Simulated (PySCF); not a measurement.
PySCF input:

```python
from pyscf import gto, scf, dft

mol = gto.M(
    atom='''
    B    -0.66503886    0.05057511   -0.01894431
    N     0.70388039    0.07004987    0.02414072
    H    -1.37605239   -0.96558513   -0.07461875
    H    -1.30721419    1.10293443   -0.00402462
    H     1.08129813   -0.88057398    0.00437982
    ''',
    basis='def2-tzvpd',
    charge=-1,
    spin=0,
    verbose=4,
)

mf = dft.RKS(mol, xc='m06l').density_fit(auxbasis='def2-universal-jkfit')
mf.grids.level = 4
mf.conv_tol = 1e-9
mf.max_cycle = 100
mf.max_memory = 1500
mf.kernel()
if not mf.converged:
    mf = mf.newton()
    mf.kernel(mf.make_rdm1())
mf.analyze()
```

Which total energy does the run end on?

-81.43725 Eh (M06-L/def2-TZVPD).

It need not be the lowest isomer of its formula. Whether it binds its extra electron was not tested at this geometry.
